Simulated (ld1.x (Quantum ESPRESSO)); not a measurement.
An all-electron radial function and its pseudo partner (Pb (Z = 82))

Columns: radius, all-electron u(r) and pseudo u(r) of the 6s shell (level -12.20 eV) of lead in the configuration [Xe] 4f14 5d10 6s2 6p2; BP86, scalar-relativistic, TM semilocal scheme, ld1.x (Quantum ESPRESSO) 7.5.

| r (bohr) | all-electron | pseudo |
| --- | --- | --- |
| 0.115 | 0.1623 | -0.0692 |
| 0.230 | -0.1319 | -0.1298 |
| 0.345 | -0.2116 | -0.1750 |
| 0.460 | 0.0625 | -0.2017 |
| 0.575 | 0.3038 | -0.2126 |
| 0.690 | 0.3778 | -0.2150 |
| 0.805 | 0.3066 | -0.2186 |
| 0.920 | 0.1512 | -0.2325 |
| 1.035 | -0.0353 | -0.2653 |
| 1.150 | -0.2181 | -0.3239 |
| 1.265 | -0.3788 | -0.4104 |
| 1.380 | -0.5096 | -0.5136 |
| 1.495 | -0.6095 | -0.6095 |
| 1.610 | -0.6805 | -0.6805 |
| 1.725 | -0.7266 | -0.7266 |
| 1.840 | -0.7517 | -0.7517 |
| 1.955 | -0.7599 | -0.7599 |
| 2.070 | -0.7546 | -0.7546 |
| 2.185 | -0.7392 | -0.7392 |
| 2.300 | -0.7160 | -0.7160 |
| 2.415 | -0.6874 | -0.6874 |
| 2.530 | -0.6550 | -0.6550 |
| 2.645 | -0.6202 | -0.6202 |
| 2.760 | -0.5842 | -0.5842 |
| 2.875 | -0.5479 | -0.5479 |
| 2.990 | -0.5118 | -0.5118 |

Task: How many radial nodes do the two functions have?

Result: The all-electron 6s function has n − l − 1 = 5 (the table is too coarse to show those close to the nucleus); the pseudo-wave has 0, since the states of the same l below it are removed with the core.

Task: At about which radius was the pseudo-wave matched?

Result: 1.55 bohr, where the columns begin to agree (steps of 0.12 bohr).

Task: Is the pseudo-wave norm-conserving?

Result: Yes: the TM semilocal scheme keeps the norm inside the radius equal to the all-electron one, which fixes the energy derivative of the logarithmic derivative at the level.
